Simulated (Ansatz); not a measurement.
Reaction (hydrogenolysis of a C–S bond): `O=C(S)BF` + H₂ → `O=CBF` + H₂S

Computed with Ansatz on PBE0-D4/def2-TZVP structures; ΔE is electronic, products minus reactants. CCSD(T)/CBS is the MP2 limit (def2-TZVPP, def2-QZVPP) plus CCSD(T) − MP2 in def2-TZVPP, frozen cores. This one scheme is used for every species. DFT in def2-TZVPP. B3LYP here is the variant with VWN-RPA as its local correlation; programs differ in this. Each species was taken in one conformer, which may not be the lowest.

```
             level  ΔE (kcal/mol)  difference from CCSD(T)/CBS
       LDA (SPW92)            4.5                          7.9
         revPBE-D4            4.6                          8.0
           PBE0-D4           -0.6                          2.8
        r2SCANh-D4            1.1                          4.5
            B2PLYP           -2.8                          0.6
          PBE-QIDH           -2.9                          0.5
            r2SCAN            2.3                          5.7
              PBE0           -1.8                          1.6
             B3LYP           -3.2                          0.2
       HF/def2-SVP          -15.0                        -11.6
  CCSD(T)/def2-SVP           -6.5                         -3.1
    MP2/def2-TZVPP           -2.0                          1.4
SCS-MP2/def2-TZVPP           -4.4                         -1.0
   CCSD/def2-TZVPP           -6.8                         -3.4
    MP2/def2-QZVPP           -1.5                          1.9
SCS-MP2/def2-QZVPP           -3.9                         -0.5
       CCSD(T)/CBS           -3.4                            0
```

Largest T1 diagnostic among the species: 0.017.

From PBE to PBE0 (25 % exact exchange), in def2-TZVPP and without D4, ΔE moves by −3.9 kcal/mol. In def2-TZVPP, CCSD(T) changes the Hartree–Fock value by +8.2 kcal/mol (the triples alone add +2.6 kcal/mol) and MP2 by +10.4 kcal/mol. At CCSD(T), def2-SVP lies −3.1 kcal/mol from the extrapolated value and def2-TZVPP −0.8 kcal/mol.
